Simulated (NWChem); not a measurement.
System: CHCl₂F; SMILES FC(Cl)Cl

NWChem input:

```
start job
memory heap 200 mb stack 900 mb global 1100 mb
geometry units angstroms noautoz
  F      1.586569    -0.177455     0.000000
  C      0.386236     0.401404     0.000000
  Cl    -0.495082    -0.058783    -1.459975
  Cl    -0.495082    -0.058783     1.459975
  H      0.497199     1.493874     0.000000
end
basis spherical
  * library def2-tzvpd
end
dft
  xc xtpss03 ctpss03
  iterations 150
  semidirect filesize 400000000
  mulliken
end
task dft energy
```

Coordinates come from a PBE0/def2-SVP optimisation.

**Question.** What results follow from this input? (TPSS/def2-TZVPD.) Quantities: energy (Ha); highest occupied level (eV); orbital gap (eV); dipole (D).

**Answer.** 
```
Item                            Value
---------------------------  --------
energy (Ha)                  -1059.08
highest occupied level (eV)     -7.86
orbital gap (eV)                 6.31
dipole (D)                       1.20
```
